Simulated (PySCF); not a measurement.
# Bond lengths and vibrations by method: CGeH4O

Calculated results; nothing here was measured. The program is PySCF 2.14.0, an open-source quantum chemistry code, run on an isolated molecule that a program drew, which may never have been made. The molecule is CGeH4O (charge 0, singlet), drawn as the SMILES string `[CH3][Ge][OH]`.

The geometry was optimised and harmonic frequencies were computed with HF and MP2, all in the cc-pVDZ basis, for the commonest isotopes, with a restricted reference for singlets and an unrestricted one otherwise, and a frozen core in MP2. Germanium has the cc-pVDZ-PP basis, with a core potential (ECP10MDF) in place of its 10 inner electrons, and its 3s, 3p and 3d shells are frozen in MP2. Each result is a local minimum of its method.

Geometry at the HF minimum:
```xyz
7
CGeH4O, angstrom
C    -0.4899    0.5258   -1.6641
Ge   -1.2115   -0.1623    0.0797
O    -2.4649    1.0870    0.3349
H    -0.1005    1.5428   -1.5331
H    -1.2893    0.5707   -2.4136
H     0.3141   -0.1041   -2.0528
H    -2.5544    1.7669   -0.3190
```

Lengths of the bonds as drawn, in Å (atoms numbered as above):
| bond | HF | MP2 |
|---|---|---|
| C1-Ge2 | 2.009 | 2.021 |
| Ge2-O3 | 1.788 | 1.818 |
| C1-H4 | 1.097 | 1.107 |
| C1-H5 | 1.097 | 1.107 |
| C1-H6 | 1.093 | 1.103 |
| O3-H7 | 0.948 | 0.972 |

Rotational constants, in GHz:
```
constant     HF    MP2
       A  12.41  12.01
       B  7.179  7.117
       C  4.682  4.599
```

Harmonic frequencies in cm^-1, each column in rising order, so a row needn't be the same motion in every method:
| rank | HF | MP2 |
|---|---|---|
| 1 | 81 | 64 |
| 2 | 247 | 225 |
| 3 | 489 | 491 |
| 4 | 548 | 529 |
| 5 | 656 | 630 |
| 6 | 714 | 690 |
| 7 | 773 | 708 |
| 8 | 915 | ? |
| 9 | 1336 | 1225 |
| 10 | 1539 | 1441 |
| 11 | 1551 | 1453 |
| 12 | 3139 | 3052 |
| 13 | 3217 | 3151 |
| 14 | 3251 | 3182 |
| 15 | 4134 | 3808 |

**Estimate the missing MP2 frequency from the HF column.**

A single factor s that minimises the squared misfit of MP2 against s times HF over the other rows is sum(HF x MP2) / sum(HF^2) = 0.9539, with an rms misfit of 54 cm^-1. For rank 8 it gives 0.9539 x 915 = 873 cm^-1. The calculation gives 886 cm^-1, 13 cm^-1 above the estimate. The drawn bonds are on average 1.3 % longer in MP2 than in HF.
